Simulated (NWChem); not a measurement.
# BeNH2Cl; SMILES [Cl][Be][NH2]

```xyz
5

Be     0.0007    -0.5436     0.0000
Cl     0.0000     1.2752     0.0000
N      0.0005    -2.0362     0.0000
H     -0.0035    -2.6251    -0.8260
H     -0.0035    -2.6251     0.8260
```
Atoms are numbered in this order, from 1.

All runs: NWChem. The geometry was optimised at PBE0/def2-SVP. Vertical excitations in the gas phase; the lowest state need not have the same character in each row.

```csv
level,"lowest excitation, singlet (eV)","lowest state with f > 0.02, singlet (eV)",lowest triplet (eV),orbital gap (eV)
"PBE/def2-SVP, TDA",5.55,5.55,5.17,5.39
"B3LYP/def2-SVP, TDA",5.88,5.88,5.48,6.97
"CAM-B3LYP/def2-SVP, TDA",6.14,6.14,5.68,9.69
"LDA (Slater exchange, VWN5)/def2-SVP, TDA",5.53,[?],[?],[?]
```

Problem. Fill in the missing entries.

Solution. 
- LDA (Slater exchange, VWN5)/def2-SVP, TDA, lowest state with f > 0.02, singlet (eV): 5.62
- LDA (Slater exchange, VWN5)/def2-SVP, TDA, lowest triplet (eV): 5.29
- LDA (Slater exchange, VWN5)/def2-SVP, TDA, orbital gap (eV): 5.46
